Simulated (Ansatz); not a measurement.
Calculated with Ansatz (gas phase, PBE0-D4/def2-TZVP geometries, no zero-point term in ΔE). CCSD(T)/CBS is the MP2 limit (def2-TZVPP, def2-QZVPP) plus CCSD(T) − MP2 in def2-TZVPP, frozen cores. This one scheme is used for every species. DFT in def2-TZVPP. Elements past krypton have def2 core potentials. For Ta outer-core shells are correlated without core-valence functions, which leaves a few kJ/mol of doubt a bond. One conformer a species, not always the lowest.

`[NH2][Ta]([F])([F])=[S]` + CH₄ → `[CH3][Ta]([NH2])([F])=[S]` + H–F  (formal exchange of groups at a Ta–F bond)

| level | ΔE (kcal/mol) |
| --- | --- |
| BLYP-D4 | 46.8 |
| r2SCAN | 47.0 |
| RPA@PBE/def2-TZVPP | 42.5 |
| HF/def2-QZVPP | 47.8 |

Problem. What does CCSD(T)/CBS give? (Best estimate.)

Solution. The calculation gave: +41.6 kcal/mol. The listed levels differ from it by 5.2, 5.4, 0.9, 6.2 kcal/mol.

Problem. What do rigid-rotor, harmonic-oscillator terms from PBE0-D4/def2-TZVP frequencies (298.15 K, 1 bar) make of the CCSD(T)/CBS value? (Best estimate.)

Solution. The calculation gave: ΔZPE = -1.6 kcal/mol, ΔH = +40.4 kcal/mol, ΔS = 8 J/(mol·K), ΔG = +39.8 kcal/mol.

Largest T1 diagnostic among the species: 0.020, so the coupled-cluster value is less sure than usual.

In def2-TZVPP, CCSD(T) changes the Hartree–Fock value by −5.4 kcal/mol (the triples alone add −0.3 kcal/mol) and MP2 by −6.1 kcal/mol. The D4 term adds −1.6 kcal/mol with B3LYP and −0.9 kcal/mol with PBE0; it sums over pairs of atoms, weighted by their polarisabilities, and B3LYP, whose exchange is more repulsive, gets the larger term.

CCSD(T)/CBS has its own doubt, a few kJ/mol and more with outer-core shells, so smaller differences from it don't rank the levels.

B3LYP here is the variant with VWN-RPA as its local correlation; programs differ in this.
